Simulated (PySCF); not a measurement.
## Excitation energy of Ni²⁺ by level of theory

Ni²⁺ [Ar] 3d8 (3F) → Ni²⁺ [Ar] 3d7 4p1 (high-spin determinant), as a difference of total energies. Computed with PySCF 2.14 in x2c-QZVPPall with one added diffuse shell each of s, p, d, f, g type (12s8p7d5f3g, 133 functions), with the spin-free X2C one-electron Hamiltonian (Gaussian nucleus). Correlated levels: valence: [Ar] frozen; valence and next inner shell: [Ne] frozen. The calculations carry no spin-orbit coupling.

| method | excitation energy (eV) |
| --- | --- |
| UHF | 11.913 |
| LDA | 13.957 |
| PBE | 13.620 |
| PBE0 | 13.435 |
| r2SCAN | 13.481 |
| PBEsol | 13.699 |
| PW91 | 13.674 |
| B3LYP | 13.538 |
| MP2 (valence) | 13.789 |
| SCS-MP2 (valence) | 13.901 |
| MP2 (valence and next inner shell) | 14.163 |
| SCS-MP2 (valence and next inner shell) | 14.096 |

Problem. How much does correlation contribute at MP2 (valence and next inner shell)?

Solution. 14.163 − (11.913) = 2.250 eV, measured against UHF.

A first-order spin-orbit estimate (lowest level to lowest level, LS coupling) adds 0.035 eV.

The determinant of the upper state mixes LS terms, which raises its energy above the lowest term, most at the Hartree-Fock and MP2 levels.
